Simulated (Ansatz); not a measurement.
`[F][Hf]([F])([Cl])[I]` + NH₃ → `[NH2][Hf]([F])([F])[Cl]` + HI at 400 K and 1 bar (ligand exchange at the Hf–I bond).

Gas-phase electronic energies from Ansatz, PBE0-D4/def2-TZVP geometries. CCSD(T)/CBS adds triple-zeta CCSD(T) − MP2 to the extrapolated MP2 energy (def2 sets, frozen cores). This one scheme is used for every species. def2 core potentials past Kr. For Hf, I outer-core shells are correlated without core-valence functions, which leaves a few kJ/mol of doubt a bond. Each species was taken in one conformer, which may not be the lowest.

```tsv
species	CCSD(T)/CBS energy (Eh)	H − E (kJ/mol)	S (J/(mol·K))
`[F][Hf]([F])([Cl])[I]`	-1005.01720	47.1	421.1
NH₃	-56.50880	104.2	203.1
`[NH2][Hf]([F])([F])[Cl]`	-763.45993	112.6	413.6
HI	-298.03592	25.7	215.0
```

H − E and S are ideal-gas, rigid-rotor, harmonic terms from PBE0-D4/def2-TZVP, for one conformer and one mirror image of each species. 1 Eh = 2625.50 kJ/mol, R = 8.31446 J/(mol·K).

Q: By hand: ΔE, ΔH, ΔS and ΔG.

A: ΔE = (-763.45993) + (-298.03592) − (-1005.01720) − (-56.50880) = 0.03015 Eh = 79.2 kJ/mol. Δ(H − E) = 112.6 + 25.7 − 47.1 − 104.2 = -13.0, so ΔH = 66.2 kJ/mol. ΔS = 413.6 + 215.0 − 421.1 − 203.1 = 4.4 J/(mol·K). ΔG = 66.2 − 400 × (4.4)/1000 = 64.4 kJ/mol.

Q: By hand: the equilibrium constant, and the temperature at which ΔG would vanish if ΔH and ΔS stayed fixed.

A: log₁₀ K = −ΔG/(RT ln 10) = -8.4. ΔG = 0 at ΔH/ΔS = 15045 K, far beyond where these terms or the molecules hold.

The number of gas molecules stays the same, so ΔS is small and ΔH decides. A doubt of 5 kJ/mol in ΔE shifts log₁₀ K by 0.7 here. Other conformers and mirror images would add mixing entropy, several J/(mol·K) or more a flexible species. These are equilibria of isolated gas molecules and say nothing of rates. Largest T1 diagnostic: 0.015 (customary marks: 0.02 for closed shells, 0.045 for open ones).
